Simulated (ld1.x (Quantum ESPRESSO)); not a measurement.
**Varying the PAW potential for Ag (Z = 47)**

Base potential:

ld1.x (Quantum ESPRESSO) 7.5 input, shortened:

```
&input
   title='Ag', zed=47., rel=1, dft='PBESOL', iswitch=3,
   config='[Kr] 4d10 5s1 5p0'
 /
 &inputp
   pseudotype=3, lpaw=.true., tm=.true., lloc=-1, rcloc=1.25,
   nlcc=.true., new_core_ps=.true., rcore=0.70,
   which_augfun='PSQ', rmatch_augfun_nc=.true.
 /
6
5S  1  0   1.00   0.00  2.10  2.90  0.0
5S  1  0   0.00   0.20  2.10  2.90  0.0
4P  2  1   6.00   0.00  1.45  1.80  0.0
5P  3  1   0.00   0.00  1.45  1.80  0.0
4D  3  2  10.00   0.00  1.05  1.40  0.0
4D  3  2   0.00   0.35  1.05  1.40  0.0
 &test
   configts(1)='4p6 4d10 5s1 5p0'
 /
```

All-electron outer shells of the reference configuration (PBEsol, scalar-relativistic, ld1.x):

```csv
shell,level (eV),outermost node (bohr),outermost maximum (bohr)
3d,-358.49,–,0.27
4s,-94.97,0.44,0.82
4p,-58.51,0.44,0.87
4d,-7.45,0.43,1.04
5s,-4.42,1.11,2.49
5p,-0.67,1.25,3.76
```

Cutoffs, loose and tight: the cutoffs (Ry, on a coarse ladder) from which the occupation-weighted sum of valence levels, in a spherical-Bessel basis at the reference potential, stays within 10 and 1 mRy of its value at 400 Ry. They do not see the model core or the augmentation charge, which bear on the density cutoff. Test errors are all-electron minus pseudo excitation energies from the reference, over the configurations 4p6 4d10 5s0 5p0; 4p6 4d9 5s0 5p0; 4p6 4d8 5s0 5p0; 4p6 4d9 5s1 5p1; 4p6 4d7 5s0 5p0; 4p6 4d9 5s1 5p0; 4p6 4d10 5s0.5 5p0. A dash means not determined; rows that change the core or the reference have their own tests. The largest error is taken over the tests solved by every variant that gives reliable tests at all: 4p6 4d10 5s0 5p0; 4p6 4d8 5s0 5p0; 4p6 4d9 5s0 5p0.

A true bound ghost makes a file unfit for plane-wave use even where its test errors are small: the radial tests pick states by their node count and pass the ghost by.

Cutoffs are not given where the Bessel-basis levels miss the radial ones by over 6 mRy, ghosts where they miss by over 20 mRy; a channel whose overlap is not positive is not tested.

A file whose overlap is not positive is unfit for use, and its test errors describe a broken file.

| change | outcome | cutoff, loose | cutoff, tight | bound ghosts | largest test error (meV) |
| --- | --- | --- | --- | --- | --- |
| base | generated, overlap not positive | – | – | not determined (overlap not positive) | +56 |
| waves 4p (bound): rcut 1.44, rcutus 1.52 bohr; 5p (bound): rcut 1.44, rcutus 1.52 bohr | generated, overlap not positive | – | – | not determined (overlap not positive) | test run stopped at test 1 of 7 (negative rho) |
| wave 4d channel at 0.35 Ry: rcut 1.05, rcutus 1.40 bohr becomes 4d channel at 2.16 Ry: rcut 1.05, rcutus 1.40 bohr | generated, overlap not positive | – | – | not determined (overlap not positive) | +81 |
| waves 5s (bound): rcut 2.10, rcutus 3.64 bohr; 5s channel at 0.2 Ry: rcut 2.10, rcutus 3.64 bohr | generated, overlap not positive | – | – | not determined (overlap not positive) | +61 |
| core correction Bessel-smoothed model core inside 1.52 bohr | generated, overlap not positive | – | – | not determined (overlap not positive) | +65 |
| all radii but the core radius scaled by about 1.37 (s 3.98, p 2.48, d 1.92 bohr, rcut 2.88/2.00/1.44); local potential all-electron potential smoothed inside 1.72 bohr (lloc = -1) | generated, overlap not positive | – | – | not determined (overlap not positive) | -50 |

What comes out with this change to the base: type TM; waves now 5s (bound): rc 2.90 bohr; 4p (bound): rc 1.80 bohr; 4d (bound): rc 1.40 bohr; local potential the d channel?

outcome: generated; cutoff, loose: 80 Ry; cutoff, tight: 100 Ry; bound ghosts: s; largest test error (meV): -54.

What comes out with this change to the base: local potential all-electron potential smoothed inside 3.46 bohr (lloc = -1)?

outcome: generated; cutoff, loose: 60 Ry; cutoff, tight: 100 Ry; bound ghosts: none; largest test error (meV): test run stopped at test 2 of 7 (negative rho), 1 before it not solved.

What comes out with this change to the base: fully relativistic?

outcome: generated; bound ghosts: not determined; largest test error (meV): test run stopped at test 1 of 7 (negative rho).
